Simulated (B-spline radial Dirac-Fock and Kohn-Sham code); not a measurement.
## Anomalous scattering factors of Zn, 6 keV to 59.57 keV

Method: the dispersion relation over Dirac-Hartree-Slater subshell photoionisation cross sections, with the Kissel-Pratt high-energy constant (isolated atom, no bound-bound lines or fine structure). Computed with a B-spline atomic structure program. The forward scattering factor is f₀ + f′ + i f″.

The run's input, task.json:

```json
{"items": [{
  "Z": 30,
  "q": 0,
  "cfg": [[1, 0, 2], [2, 0, 2], [2, 1, 6], [3, 0, 2], [3, 1, 6], [3, 2, 10], [4, 0, 2]],
  "A": 64,
  "rrms": 3.9283,
  "do": "dispersion",
  "hv": [696.3, 718.9, 895.3, 1000.0, 1253.6, 1306.0, 1486.9, 1562.0, 1825.0, 2000.0, 2570.0, 2859.0, 2984.4, 3054.0, 3685.0, 4000.0, 4510.9, 5414.7, 5960.0, 6000.0, 6403.9, 6930.3, 8047.8, 8843.0, 8882.0, 9251.7, 12000.0, 14280.0, 15000.0, 17479.3, 17770.0, 22162.9, 24209.8, 27810.0, 30000.0, 35840.0, 38540.0, 40000.0, 44780.0, 47270.0, 47830.0, 52660.0, 59570.0],
  "edges": {"K": 9659.0, "L1": 1196.2, "L2": 1044.9, "L3": 1021.8, "M1": 139.8, "M2": 91.4, "M3": 88.6}
}]}
```

Command: `python xray2_run.py task.json out`

Edges near this range: K 9659.0 eV.

```
hν (eV)   λ (Å)  f′ (e)  f″ (e)  tabulated f′  tabulated f″
   6000   2.066  -0.779   1.179         -0.78          1.12
 6403.9   1.936  -0.902   1.051         -0.90          1.00
 6930.3   1.789  -1.075   0.913         -1.07          0.87
 8047.8   1.541       ?       ?             ?             ?
   8843   1.402  -2.137   0.589         -2.18          0.57
   8882   1.396  -2.181   0.584         -2.22          0.57
 9251.7   1.340  -2.772   0.542         -2.90          0.53
  12000   1.033  -0.455   2.730         -0.44          2.68
  14280  0.8682   0.079   2.044          0.08          2.02
  15000  0.8266   0.158   1.881          0.15          1.85
17479.3  0.7093   0.295   1.445          0.29          1.42
  17770  0.6977   0.303   1.404          0.30          1.38
22162.9  0.5594   0.334   0.948          0.33          0.93
24209.8  0.5121   0.322   0.807          0.32          0.80
  27810  0.4458   0.289   0.625          0.28          0.62
  30000  0.4133   0.267   0.543          0.26          0.53
  35840  0.3459   0.211   0.387          0.21          0.38
  38540  0.3217   0.188   0.337          0.18          0.33
  40000  0.3100   0.177   0.314          0.17          0.31
  44780  0.2769   0.143   0.252          0.14          0.25
  47270  0.2623   0.128   0.227          0.12          0.22
  47830  0.2592   0.125   0.222          0.12          0.22
  52660  0.2354   0.100   0.183          0.10          0.18
  59570  0.2081   0.071   0.143          0.07          0.14
```

**Question.** What are f′ and f″ at Cu Kα (8047.8 eV)?

**Answer.** f′ = -1.543 and f″ = 0.698 electrons (tables: -1.55 and 0.67). By the optical theorem f″ corresponds to a photoabsorption cross section 2 rₑ λ f″ = 6060 b.

Tabulated f′: xraylib 4.2 anomalous scattering factors (Cullen et al., EPDL97); f″: Chantler's tables (J. Phys. Chem. Ref. Data 1995 and 2000). Both are theoretical tables.
